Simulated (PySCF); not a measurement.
HfBr3, SMILES [Br][Hf]([Br])[Br] (connectivity only; charge and spin as stated), neutral, multiplicity 2.

The structure is a stationary point at B3LYP-D3(BJ)/def2-SVP. The spin state was assumed, not searched. The def2 effective core potentials stand for the cores of Hf; spin–orbit coupling is left out.

Calculation: ωB97X/def2-TZVP in PySCF.

The molecule is in vacuum.

The total energy is -7770.78822 hartree and the point group is D3h. The α spin, highest occupied and lowest empty level is -8.31 and -0.17 eV and the β spin, highest occupied and lowest empty level is -11.13 and -2.01 eV. The dipole moment is 0.00 D, the quadrupole, principal values (traceless, Buckingham form, about the centre of nuclear charge) is -2.47, -2.47, 4.94 D·Å and the mean static polarisability is 101.1 bohr³ (14.98 Å³). The polarisability, principal values is 84.6, 109.4, 109.4 bohr³ and the ⟨S²⟩ is 0.751 (pure state 0.75).
